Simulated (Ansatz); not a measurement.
## Molecular dynamics of Si₁₆C

Input file:

```yaml
accuracy: low
crystal:
  lattice:
    - [0.0, 5.43, 5.43]
    - [5.43, 0.0, 5.43]
    - [5.43, 5.43, 0.0]
  atoms:
    - { symbol: Si, position: [-0.00299289, 0.01005601, -0.02132124] }
    - { symbol: Si, position: [0.10637528, 0.1399881, 0.11285597] }
    - { symbol: Si, position: [-0.01393474, 0.01071156, 0.48639945] }
    - { symbol: Si, position: [0.10463932, 0.14703964, 0.60557082] }
    - { symbol: Si, position: [-0.00825834, 0.51314907, -0.02506555] }
    - { symbol: Si, position: [0.12750271, 0.64090555, 0.07952496] }
    - { symbol: Si, position: [-0.02894366, 0.52100999, 0.4729894] }
    - { symbol: Si, position: [0.10094758, 0.63697241, 0.60177898] }
    - { symbol: Si, position: [0.47895185, 0.03377981, -0.02136997] }
    - { symbol: Si, position: [0.63136382, 0.09521934, 0.13158837] }
    - { symbol: Si, position: [0.47793932, 0.00998995, 0.49723475] }
    - { symbol: Si, position: [0.61237863, 0.1403935, 0.605963] }
    - { symbol: Si, position: [0.57032336, 0.44214744, 0.07130282] }
    - { symbol: Si, position: [0.63116316, 0.66724703, 0.13122759] }
    - { symbol: Si, position: [0.47430006, 0.51364754, 0.4918246] }
    - { symbol: Si, position: [0.57780496, 0.64068225, 0.62951739] }
    - { symbol: C, position: [0.4076507, 0.58372202, 0.90960213] }
magnetization:
  spin_polarized: true
basis:
  ecutwfc: 420.0
kpoints:
  mp_grid: { grid: [2, 2, 2] }
hamiltonian:
  xc: pbesol
  pseudopotentials: { kind: paw, azcp: { folder: soft_1 } }
scf:
  occupations: { method: fermi_dirac, width: 0.05 }
  lower_state_search: "off"
  max_iter: 50
md:
  timestep: 3
  n_steps: 140
  ensemble: nve
  temperature: 2400.0
  initial_velocities: maxwell_boltzmann
  seed: 649944
```

Run as:

```bash
$ ansatz run input.yaml --threads 1 --pin off --max-ram 3072MiB --backend cpu --events-out ev --progress --plain --runs-dir out
```

It starts from a partly relaxed structure (largest force component 0.06 eV/Å).

Output, in part (step lines):

```
md step     0: t =     0.00 fs  T =  2400.0 K  F+E_penalty+E_count = -10185.88907077 eV  E_kin = 4.963584 eV  conserved = -10180.92548681 eV  (13 SCF iters)
md step     1: t =     3.00 fs  T =  2265.0 K  F+E_penalty+E_count = -10185.60225992 eV  E_kin = 4.684416 eV  conserved = -10180.91784379 eV  (8 SCF iters)
md step     2: t =     6.00 fs  T =  1935.4 K  F+E_penalty+E_count = -10184.89193748 eV  E_kin = 4.002651 eV  conserved = -10180.88928645 eV  (8 SCF iters)
md step     3: t =     9.00 fs  T =  1603.2 K  F+E_penalty+E_count = -10184.18483446 eV  E_kin = 3.315732 eV  conserved = -10180.86910232 eV  (7 SCF iters)
md step     4: t =    12.00 fs  T =  1398.8 K  F+E_penalty+E_count = -10183.77089598 eV  E_kin = 2.892989 eV  conserved = -10180.87790700 eV  (7 SCF iters)
md step     5: t =    15.00 fs  T =  1285.6 K  F+E_penalty+E_count = -10183.54366374 eV  E_kin = 2.658919 eV  conserved = -10180.88474522 eV  (7 SCF iters)
md step     6: t =    18.00 fs  T =  1207.1 K  F+E_penalty+E_count = -10183.37735849 eV  E_kin = 2.496429 eV  conserved = -10180.88092958 eV  (8 SCF iters)
md step     7: t =    21.00 fs  T =  1167.3 K  F+E_penalty+E_count = -10183.29201752 eV  E_kin = 2.414082 eV  conserved = -10180.87793589 eV  (7 SCF iters)
[... lines left out ...]
md step   140: t =   420.00 fs  T =  1453.4 K  F+E_penalty+E_count = -10183.89489668 eV  E_kin = 3.005789 eV  conserved = -10180.88910801 eV  (7 SCF iters)
```

The steps, from the saved trajectory:

```
time (fs)  T (K)  potential energy less start (eV)  conserved less start (meV/atom)
        0   2400                             0.000                             0.00
       12   1399                             2.118                             2.80
       24   1179                             2.571                             2.69
       36   1436                             2.029                             2.01
       48   1128                             2.672                             2.48
       60    719                             3.523                             2.75
       72    803                             3.345                             2.44
       84    801                             3.346                             2.27
       96    623                             3.724                             2.93
      108   1019                             2.892                             2.16
      120    979                             2.982                             2.50
      132   1057                             2.819                             2.42
      144   1380                             2.150                             2.43
      156   1507                             1.884                             2.22
      168   1218                             2.491                             2.72
      180   1314                             2.285                             2.31
      192   1431                             2.040                             2.17
      204   1133                             2.659                             2.30
      216   1141                             2.642                             2.28
      228   1249                             2.418                             2.25
      240    997                             2.945                             2.59
      252    935                             3.080                             3.00
      264   1120                             2.683                             2.14
      276    891                             3.166                             2.64
      288    895                             3.160                             2.86
      300   1075                             2.778                             2.26
      312    911                             3.125                             2.66
      324    824                             3.304                             2.68
      336   1036                             2.858                             2.16
      348   1114                             2.703                             2.57
      360   1051                             2.831                             2.45
      372   1042                             2.849                             2.37
      384   1140                             2.652                             2.68
      396   1322                             2.268                             2.23
      408   1240                             2.448                             2.88
      420   1453                             1.994                             2.14
```

The run went to its last step. The conserved energy stayed within 3.4 meV per atom of its start (net change 2.1 meV per atom), so there is no drift, though single steps change it by up to 29 meV in the whole system, a sign of fast motions only just resolved. Over the second half the temperature averaged 0.45 of the 2400 K drawn at the start: a run that starts near a minimum puts about half its kinetic energy into the potential. A run of 0.42 ps of so small a system gives no equilibrium averages. Limits of this set-up: coarse k mesh, PAW files made for another functional, a small cell, in which the defect meets its images, low accuracy level.

Mean squared displacements from the first frame to the last, about the centre of mass: Si 0.23 Å², C 0.03 Å².

Last frame:

```xyz
17
Lattice="0.0000 5.4300 5.4300 5.4300 0.0000 5.4300 5.4300 5.4300 0.0000" Properties=species:S:1:pos:R:3
Si 0.040 -0.281 -0.024
Si 1.738 0.849 1.378
Si 2.898 2.361 0.214
Si 4.291 3.834 1.474
Si 2.783 -0.579 3.041
Si 3.938 1.030 4.404
Si 5.356 2.443 3.226
Si 6.710 3.847 4.724
Si 0.029 2.494 2.114
Si 0.791 4.365 3.294
Si 2.804 5.244 2.590
Si 4.112 6.973 3.886
Si 2.500 3.520 4.893
Si 4.117 4.199 6.697
Si 5.389 5.522 5.491
Si 6.890 6.763 6.849
C 8.071 7.226 5.525
```

The run took 18 min on 1 thread of Arm Neoverse V1, on a shared host, peak memory 0.61 GiB.
